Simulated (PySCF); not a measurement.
Computed shifts of a molecule C₃H₁₀OSi, B3LYP/pcSseg-1 (PySCF), GIAO, gas phase, equivalent atoms averaged, in ppm (number of nuclei): ¹³C: 4.1 (2), 1.4 (1). ²⁹Si: 19.5 (1). ¹H: 0.81 (1), 0.42 (3), 0.33 (6). References: ¹³C against TMS (σ = 181.3 ppm); ²⁹Si against TMS (σ = 338.7 ppm); ¹⁷O against H2O (σ = 333.8 ppm); ¹H against TMS (σ = 31.68 ppm), references at their B3LYP-D3(BJ)/def2-TZVP geometries, non-relativistic. The structure is a stationary point at r2SCAN-D4/def2-SVP. One conformer was computed; it need not be the lowest.

Problem. Identify the compound among the candidates.
A) C[Si](C)(C)O
B) COC[SiH2]C
C) CC(C)O[SiH3]
D) C[C@@H]([SiH3])CO

Solution. A, C[Si](C)(C)O
